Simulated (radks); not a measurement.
Values are calculated unless marked as measured or tabulated.
Charge is removed step by step from the 2s1/2 level of Ge29+, starting from [He] 2s1. Code: a radial shooting solver on a logarithmic mesh with Libxc functionals. Model: Dirac Kohn-Sham, PBE, spin-unpolarised, spherical densities, point nucleus.

removed (e) = 0: E - E(0) (eV) 0.000; eigenvalue (eV) -3136.7; E minus straight line (eV) 0.000
removed (e) = 0.1: E - E(0) (eV) 314.23; eigenvalue (eV) -3147.8; E minus straight line (eV) -4.896
removed (e) = 0.2: E - E(0) (eV) 629.56; eigenvalue (eV) -3158.9; E minus straight line (eV) -8.683
removed (e) = 0.3: E - E(0) (eV) 946.00; eigenvalue (eV) -3169.9; E minus straight line (eV) -11.367
removed (e) = 0.4: E - E(0) (eV) 1263.5; eigenvalue (eV) -3180.8; E minus straight line (eV) -12.955
removed (e) = 0.5: E - E(0) (eV) 1582.2; eigenvalue (eV) -3191.7; E minus straight line (eV) -13.451
removed (e) = 0.6: E - E(0) (eV) 1901.9; eigenvalue (eV) -3202.6; E minus straight line (eV) -12.860
removed (e) = 0.7: E - E(0) (eV) 2222.7; eigenvalue (eV) -3213.4; E minus straight line (eV) -11.185
removed (e) = 0.8: E - E(0) (eV) 2544.6; eigenvalue (eV) -3224.2; E minus straight line (eV) -8.430
removed (e) = 0.9: E - E(0) (eV) 2867.5; eigenvalue (eV) -3234.4; E minus straight line (eV) -4.615
removed (e) = 1: E - E(0) (eV) 3191.2; eigenvalue (eV) -3234.7; E minus straight line (eV) 0.000

Removing the whole electron costs 3191.2 eV by Delta-SCF, against 3136.7 eV from minus the eigenvalue at the starting occupation. Slater's transition state (half an electron removed) gives 3191.7 eV. Integrating minus the eigenvalue over the occupation (Janak's theorem) gives 3191.1 eV. The mean slope of the eigenvalue, de/dn, is 98.0 eV per electron. Ionisation energy of Ge29+ in the NIST Atomic Spectra Database: 3194.3 eV (theoretical).

Beside tabulated values, note that spin-unpolarised runs miss the spin-polarisation part of the exchange energy of open shells.
